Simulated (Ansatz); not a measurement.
Calculated with Ansatz (gas phase, PBE0-D4/def2-TZVP geometries, no zero-point term in ΔE). CCSD(T)/CBS adds triple-zeta CCSD(T) − MP2 to the extrapolated MP2 energy (def2 sets, frozen cores). This one scheme is used for every species. DFT in def2-TZVPP. def2 core potentials past Kr. For Te outer-core shells are correlated without core-valence functions, which leaves a few kJ/mol of doubt a bond. One conformer a species, not always the lowest.

Consider the formal hydrolysis of the Si–Te bond: `Cl[Si](Cl)(Cl)[TeH]` + H₂O → `O[Si](Cl)(Cl)Cl` + H₂Te.

| level | ΔE (kJ/mol) |
| --- | --- |
| PBE-D4 | -37.9 |
| r2SCAN0 | -58.0 |
| CCSD(T)/def2-SVP | -62.2 |
| SCS-MP2/def2-QZVPP | -49.7 |

Q: What does CCSD(T)/CBS give? (Best estimate.)

A: Ansatz gave: -45.9 kJ/mol. The listed levels differ from it by 8.0, -12.1, -16.3, -3.8 kJ/mol.

Largest T1 diagnostic among the species: 0.010.

Leaving LDA and LC-ωPBE aside and taking each functional with its dispersion term where it has one, the values, not all of them listed here, spread over 28.7 kJ/mol, from B97M-V to revPBE-D4. LDA lies −7.3 kJ/mol from PBE without D4. In def2-TZVPP, CCSD(T) changes the Hartree–Fock value by +22.9 kJ/mol (the triples alone add +4.5 kJ/mol) and MP2 by +34.1 kJ/mol. The D4 term adds +10.4 kJ/mol with B3LYP and +5.7 kJ/mol with PBE0; it sums over pairs of atoms, weighted by their polarisabilities, and B3LYP, whose exchange is more repulsive, gets the larger term.

B3LYP here is the variant with VWN-RPA as its local correlation; programs differ in this.
